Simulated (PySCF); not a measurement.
Al(F)(Me)(vinyl) (C3H6AlF), SMILES C=[CH][Al]([F])[CH3].

The structure is a stationary point at B3LYP-D3(BJ)/def2-SVP. The structure was generated by enumeration; whether it is a known compound was not checked. The values are those of a single conformer.

Two levels are set side by side: TDA-PBE/def2-SVPD (PySCF) and TDA-ωB97X/def2-SVPD (PySCF). Vertical, same geometry. The lowest singlet is HOMO→LUMO 99 % with PBE and HOMO→LUMO 92 % with the other functional; states are paired by order. Differences are taken from unrounded values.

| quantity | TDA-PBE |
|---|---|
| lowest singlet excitation (eV) | 4.78 |
| lowest triplet excitation (TDA) (eV) | 4.11 |
| first bright state (f over 0.05) (eV) | 6.12 |
| its oscillator strength | 0.05 |

### Question
These are the TDA-PBE values. What does TDA-ωB97X give? (An estimate is asked for; the answer gives what the named calculation found.)

### Answer

| quantity | TDA-ωB97X | TDA-PBE minus TDA-ωB97X |
|---|---|---|
| lowest singlet excitation (eV) | 5.68 | -0.90 |
| lowest triplet excitation (TDA) (eV) | 4.15 | -0.03 |
| first bright state (f over 0.05) (eV) | 7.01 | -0.90 |
| its oscillator strength | 0.40 | -0.35 |

A lower first singlet is the usual sign of a functional without exact exchange. Differences between two approximate levels are no errors against the true value.

Rough cost on one machine, each run with all the roots and properties that it gave: TDA-ωB97X against TDA-PBE about 3 times.
